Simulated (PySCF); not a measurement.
A PySCF script (with the pyscf-properties extension) for the NMR shieldings of `[CH3][Ge]([CH3])([CH3])[c]1ccncc1`, C$_{8}$H$_{13}$GeN, on a PBE0-D3(BJ)/def2-SVP geometry:

```python
import basis_set_exchange as bse
import numpy as np
from pyscf import gto, dft
from pyscf.prop import nmr

atoms = """
C    -2.130065    1.131234   -0.751012
Ge   -1.061277   -0.324259   -0.003984
C    -1.594483   -0.663459    1.845450
C    -1.254791   -1.942655   -1.078752
C     0.820537    0.229681   -0.013395
C     1.831676   -0.556633   -0.575862
C     3.151578   -0.103935   -0.544664
N     3.520572    1.053125   -0.003012
C     2.564554    1.806864    0.534882
C     1.217876    1.445952    0.555442
H    -1.832441    1.335021   -1.790080
H    -3.198993    0.870750   -0.737532
H    -1.993404    2.052975   -0.166082
H    -2.661743   -0.925924    1.898622
H    -1.425611    0.229393    2.465562
H    -1.008245   -1.492418    2.268460
H    -2.309465   -2.254612   -1.102736
H    -0.923900   -1.768154   -2.113381
H    -0.664486   -2.770072   -0.657382
H     1.606328   -1.519731   -1.042246
H     3.951005   -0.713295   -0.983724
H     2.885319    2.757818    0.977380
H     0.490495    2.121527    1.016006
"""
names = dict.fromkeys(["C", "Ge", "N", "H"], "pcSseg-1")
basis = {el: gto.basis.parse(bse.get_basis(n, elements=[el], fmt="nwchem")) for el, n in names.items()}
mol = gto.M(atom=atoms, basis=basis, charge=0, verbose=0)
mf = dft.RKS(mol, xc="PBE0")
mf.grids.level = 2
mf.grids.alignment = dft.numint.BLKSIZE   # the property module wants whole blocks of grid points
mf.conv_tol = 1e-9
mf.kernel()

calc = nmr.RKS(mf)   # GIAO
C = mf.mo_coeff
Co = C[:, mf.mo_occ > 0]
resp = mf.gen_response(singlet=True, hermi=2)
def vind(x):   # induced exchange potential for any number of trial vectors
    d = np.einsum("pi,xij,qj->xpq", C, 2 * x.reshape(-1, C.shape[1], Co.shape[1]), Co, optimize=True)
    return np.einsum("xpq,pi,qj->xij", resp(d - d.transpose(0, 2, 1)), C, Co, optimize=True).ravel()
mo1, _ = nmr.rhf.solve_mo1(calc, with_cphf=vind)
sigma = calc.kernel(mo1)
for i, s in enumerate(sigma):   # ppm
    w = np.linalg.eigvalsh((s + s.T) / 2)
    print("%2d %-2s iso %8.1f  s11 %8.1f  s22 %8.1f  s33 %8.1f" % (i, mol.atom_pure_symbol(i), w.mean(), *w))
```

Question: Give the expected output.

Answer: 
```
 0 C  iso    186.3  s11    181.1  s22    185.6  s33    192.3
 1 Ge iso   1348.2  s11   1313.7  s22   1339.0  s33   1391.8
 2 C  iso    185.0  s11    180.1  s22    183.7  s33    191.2
 3 C  iso    189.1  s11    184.7  s22    189.6  s33    193.0
 4 C  iso     28.0  s11    -61.3  s22    -43.7  s33    188.9
 5 C  iso     51.6  s11    -68.5  s22     53.7  s33    169.5
 6 C  iso     29.4  s11    -82.3  s22     27.3  s33    143.4
 7 N  iso    -95.8  s11   -412.7  s22   -176.6  s33    301.8
 8 C  iso     29.5  s11    -82.8  s22     27.8  s33    143.5
 9 C  iso     50.8  s11    -69.3  s22     52.5  s33    169.3
10 H  iso     31.1  s11     26.2  s22     28.1  s33     38.8
11 H  iso     31.0  s11     25.9  s22     28.0  s33     39.3
12 H  iso     30.8  s11     25.1  s22     28.5  s33     38.7
13 H  iso     31.0  s11     26.1  s22     27.7  s33     39.3
14 H  iso     30.9  s11     25.3  s22     28.7  s33     38.7
15 H  iso     31.1  s11     26.0  s22     28.4  s33     38.7
16 H  iso     31.0  s11     25.4  s22     28.4  s33     39.1
17 H  iso     30.8  s11     26.2  s22     27.4  s33     38.9
18 H  iso     30.7  s11     25.9  s22     27.5  s33     38.8
19 H  iso     24.0  s11     19.3  s22     21.4  s33     31.2
20 H  iso     22.6  s11     18.3  s22     22.1  s33     27.3
21 H  iso     22.6  s11     18.3  s22     22.0  s33     27.3
22 H  iso     24.0  s11     20.0  s22     20.9  s33     31.1
```

These numbers come from an equivalent density-fitted implementation of the same equations, which agrees with the script to about 0.01 ppm for H and up to a few tenths of a ppm for heavy atoms, so last digits may differ.

Question: Turn these shieldings into chemical shifts. δ = σ(ref) − σ, references computed at the same level: 13C (σref 184.41), 1H (σref 31.27) vs TMS; 73Ge (σref 1330.28) against GeMe4; NH3 for 15N (σref 265.67).

Answer: Averaging equivalent atoms: C 4: 156.4; C 6/8: 154.9; C 5/9: 133.2; C 0/2/3: -2.4; Ge 1: -18; N 7: 361.5; H 20/21: 8.70; H 19/22: 7.27; H 10/11/12/13/14/15/16/17/18: 0.34 ppm. Experimental scales use liquid or dissolved standards, which lie at an offset from isolated NH3 (liquid NH3: subtract about 20 ppm). Unscaled 15N shifts of sp2 nitrogen come out 20 to 40 ppm too high even then.

Relativistic effects, spin–orbit coupling among them, are left out; they matter for Ge and for the light atoms bonded to it.

Size and cost of the density-fitted run: 259 basis functions, 64 s wall time on 1 thread of an Arm Neoverse V1, shared host.
